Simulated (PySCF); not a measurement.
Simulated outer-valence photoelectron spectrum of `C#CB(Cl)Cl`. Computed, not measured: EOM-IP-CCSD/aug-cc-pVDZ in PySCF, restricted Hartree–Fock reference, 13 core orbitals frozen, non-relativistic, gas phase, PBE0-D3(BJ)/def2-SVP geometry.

Each root has a Gaussian of 0.6 eV full width with its one-hole share as area; cross sections and vibrations are left out, and the highest printed point is 100.

(ionisation energy (eV), intensity): (10.3, 0), (10.4, 0), (10.5, 1), (10.6, 4), (10.7, 8), (10.8, 14), (10.9, 24), (11.0, 34), (11.1, 44), (11.2, 52), (11.3, 56), (11.4, 59), (11.5, 62), (11.6, 66), (11.7, 74), (11.8, 84), (11.9, 95), (12.0, 100), (12.1, 96), (12.2, 82), (12.3, 62), (12.4, 41), (12.5, 24), (12.6, 12), (12.7, 5), (12.8, 2), (12.9, 1), (13.0, 1), (13.1, 3), (13.2, 6), (13.3, 11), (13.4, 18), (13.5, 26), (13.6, 32), (13.7, 34), (13.8, 31), (13.9, 24), (14.0, 16), (14.1, 9), (14.2, 5), (14.3, 3), (14.4, 3), (14.5, 6), (14.6, 11), (14.7, 18), (14.8, 26), (14.9, 33), (15.0, 36), (15.1, 35), (15.2, 33), (15.3, 31), (15.4, 32), (15.5, 34), (15.6, 36), (15.7, 33), (15.8, 27), (15.9, 19), (16.0, 12), (16.1, 6), (16.2, 3), (16.3, 1), (16.4, 0), (16.5, 0)

Problem. Where are the maxima, and how many lines lie under the curve?

Solution. 4 maxima, at 12.0, 13.7, 15.0 and 15.6 eV, from 8 lines. At this width some lines have no maximum of their own.

Problem. List the lines with their holes.

Solution. 
```json
{"E (eV)": "11.15", "leading hole (HF orbital)": "HOMO", "area": "0.96", "Koopmans (eV)": "11.41"}
{"E (eV)": "11.51", "leading hole (HF orbital)": "HOMO-1", "area": "0.96", "Koopmans (eV)": "11.60"}
{"E (eV)": "11.91", "leading hole (HF orbital)": "HOMO-2", "area": "0.96", "Koopmans (eV)": "12.70"}
{"E (eV)": "12.05", "leading hole (HF orbital)": "HOMO-3", "area": "0.95", "Koopmans (eV)": "12.90"}
{"E (eV)": "12.16", "leading hole (HF orbital)": "HOMO-4", "area": "0.95", "Koopmans (eV)": "13.20"}
{"E (eV)": "13.68", "leading hole (HF orbital)": "HOMO-5", "area": "0.94", "Koopmans (eV)": "14.46"}
{"E (eV)": "14.99", "leading hole (HF orbital)": "HOMO-6", "area": "0.95", "Koopmans (eV)": "16.05"}
{"E (eV)": "15.63", "leading hole (HF orbital)": "HOMO-7", "area": "0.94", "Koopmans (eV)": "17.11"}
```

The widest gap, 1.52 eV, lies between 12.16 and 13.68 eV. Only orbitals with −ε under 21 eV, eight at most, were ionised, so the high end of the curve may lack lines.

The run took 97 s on one thread, Arm Neoverse V2 (aarch64), shared host with 96 logical CPUs at a one-minute load of 9.7, and the process peaked at 1.7 GiB of memory.
